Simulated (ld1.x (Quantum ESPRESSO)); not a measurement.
## What the settings do to the TM potential of carbon

Base potential:

```
Element                 : carbon
Generator               : ld1.x (Quantum ESPRESSO) 7.5
Type                    : norm-conserving Troullier–Martins (Kleinman–Bylander form)
Functional              : PBE
Relativity              : scalar-relativistic
Frozen core             : [He]
Valence charge          : 4
Reference configuration : 2s1 2p3
Partial waves           : 2s (bound): rc 1.30 bohr; 3d channel at 0.1 Ry: rc 1.90 bohr; 2p (bound): rc 2.05 bohr
Local potential         : the p channel
Core correction         : none
```

All-electron outer shells of the reference configuration (PBE, scalar-relativistic, ld1.x):

| shell | level (eV) | outermost node (bohr) | outermost maximum (bohr) |
| --- | --- | --- | --- |
| 1s | -274.35 | – | 0.17 |
| 2s | -14.20 | 0.38 | 1.22 |
| 2p | -5.71 | – | 1.20 |

Cutoffs, loose and tight: the cutoffs (Ry, on a coarse ladder) from which the occupation-weighted sum of valence levels, in a spherical-Bessel basis at the reference potential, stays within 10 and 1 mRy of its value at 400 Ry. They do not see the model core or the augmentation charge, which bear on the density cutoff. Test errors are all-electron minus pseudo excitation energies from the reference, over the configurations 2s2 2p2; 2s2 2p1; 2s2 2p0; 2s2 2p1.5; 2s1 2p0; 2s0 2p4; 2s2 2p2.3. A dash means not determined; rows that change the core or the reference have their own tests.

```tsv
change	outcome	cutoff, loose	cutoff, tight	bound ghosts	largest test error (meV)
base	generated	30 Ry	70 Ry	none	+923
type RRKJ; local potential the s channel	generated	30 Ry	70 Ry	none	+1136
wave 2p (bound): rc 2.05 bohr becomes 2p (bound): rc 3.14 bohr	generated	25 Ry	70 Ry	none	+3444
wave 3d channel at 0.1 Ry: rc 1.90 bohr becomes 3d channel at -0.12 Ry: rc 1.90 bohr	generated	30 Ry	70 Ry	none	+923
non-relativistic	generated	30 Ry	70 Ry	none	+923
```

Question: What comes out with this change to the base: wave 2s (bound): rc 1.30 bohr becomes 2s (bound): rc 1.76 bohr?

Answer: outcome: generated; cutoff, loose: 30 Ry; cutoff, tight: 40 Ry; bound ghosts: none; largest test error (meV): +1034.

Question: What comes out with this change to the base: reference 2s2 2p2?

Answer: outcome: generated; cutoff, loose: 30 Ry; cutoff, tight: 80 Ry; bound ghosts: none; largest test error (meV): +631.

Question: What comes out with this change to the base: all radii scaled by about 0.94 (s 1.22, p 1.94, d 1.80 bohr)?

Answer: outcome: generated; cutoff, loose: 35 Ry; cutoff, tight: 70 Ry; bound ghosts: none; largest test error (meV): +793.
